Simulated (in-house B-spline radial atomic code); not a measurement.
Values are calculated unless marked as measured or tabulated.
Stopping and range of 80 keV Ge in Si

The pair potential comes from two frozen, spherical free-atom densities (PBE, B-spline radial code, scalar-relativistic past argon): electrostatics plus the change in Thomas-Fermi kinetic and Dirac exchange energy where they overlap, the recipe behind the universal ZBL potential, which averages such potentials (from solid-state densities) over many pairs. It is written V = (Z1 Z2 e²/r) φ(r/a), with e² = 14.3996 eV·Å and a = 0.46850 Å/(Z1^0.23 + Z2^0.23); ZBL's fit is φ = 0.18175 e^(−3.1998x) + 0.50986 e^(−0.94229x) + 0.28022 e^(−0.4029x) + 0.02817 e^(−0.20162x). Where φ falls below 4e-4 it is continued as an exponential.

The target is taken as amorphous, with density 2.329 g/cm³ (NSM archive of the Ioffe Institute); channelling is ignored. Masses: Ge 72.63, Si 28.09 u. Nuclear stopping is S_n = 4π a Z1 Z2 e² M1/(M1 + M2) × s_n(ε), with s_n integrated over impact parameters for each pair. Electronic stopping is Lindhard and Scharff's S_e = Z1^(1/6) 8π e² a0 Z1 Z2/(Z1^(2/3) + Z2^(2/3))^(3/2) × v/v0, with a0 = 0.529177 Å and v = v0 at 24.801 keV/u; it misses the oscillations with Z1 seen in experiment, which reach tens of per cent. Compounds add by atom fraction.

```tsv
target atom	a (Å)	ε at this energy	s_n, this pair	s_n, ZBL potential
Si	0.11556	0.3997	0.3686	0.3488
```

Q: What are the atom density and the stopping powers at entry?

A: N = 2.329 × 0.602214/28.09 = 0.04993 atoms/Å³. For Si: S_n = 6756 × 0.3686 = 2490 eV·Å², S_e = 1.7986 × √80000 = 508.7 eV·Å². Averaged over the target's atoms and times N × 10 Å/nm, the ion loses N S_n = 1240 eV/nm to recoils and N S_e = 254 eV/nm to electrons; the nuclear share is 83 %.

Along the track:

```
E (keV)  N S_n (eV/nm)  N S_e (eV/nm)
      4            722           56.8
     12           1010           98.4
     24           1150            139
     40           1230            180
     60           1250            220
     80           1240            254
```

Q: Estimate the path length and the projected range.

A: With continuous slowing down the path is the integral of dE/(N (S_n + S_e)). Trapezoids over the table give 58.1 nm, and the stretch below the first row, with stopping taken as √E, adds 2E/(N S) = 10 nm: 68.4 nm in all, against 66.5 nm on a fine grid from 5 eV. Deflections shorten the depth: to first order in the energy passed on, N (S_n + S_e) dR_p/dE = 1 − N S_n (M2/M1) R_p/(2E), summed over the target's atoms, and integrating this on the fine grid gives R_p = 53.4 nm, 0.80 of the path. Lindhard's rule of thumb R/(1 + M2/3M1), with mean M2/M1 = 0.39, gives 58.9 nm. On the ZBL potential the same equation gives 55.7 nm, and the full integral equation, which keeps hard collisions, 57.8 nm.
